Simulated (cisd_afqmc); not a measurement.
Input (AFQMC/CISD/def2-SVP; cisd_afqmc is a phaseless AFQMC code with CISD trial states that reads the integrals written by Ansatz):

Ansatz 0.2 input:
```python
import cisd_afqmc

open("ham.yaml", "w").write("""\
crystal:
  periodic: [false, false, false]
  atoms:
    - {symbol: Be, position_ang: [-0.00000000, -0.00000000, -1.47034744]}
    - {symbol: Cl, position_ang: [0.00000000, 0.00000000, 0.34596410]}
basis:
  gaussian:
    orbitals: def2-SVP
magnetization: {spin_polarized: true, initial_magnetization: 1}
correlation: {method: ccsd, electrons: outside_noble_gas, hamiltonian_folder: ham}
""")
rep = cisd_afqmc.ansatz("ham.yaml")
e_ccsd = rep["correlation"]["coupled_cluster"]["energy"]["hartree"]
out = cisd_afqmc.run("ham", e_ccsd, trial="CISD", walkers=200, populations=8, threads=8, dt=0.005, steps=40, early=24, settle=10, least=32,
    cut=5e-5, rank_cut=2e-4, target=0.0004, seconds=1500, seed=1, memory=17280, gpu=False)
```

Output:

```
orbitals 21, occupied [5, 4], factors 98 of 287, rank of the doubles 95 of 148
E(HF) = -474.001702
E(CCSD) on the cut factors = -474.160868, shift to the whole factors 0.000001
Energy of the trial state on the determinant = -474.160871
  tau behind 7.2 of longer steps, mean of the populations' last blocks
   2.0  -474.16475
   4.0  -474.16486
   6.0  -474.16483
   8.0  -474.16602
blocks 354 (1 outliers left out), error by blocks joined: 1: 0.00006, 2: 0.00008, 4: 0.00010, 8: 0.00012, 16: 0.00015
E(AFQMC/CISD) = -474.16484 +/- 0.00015
```
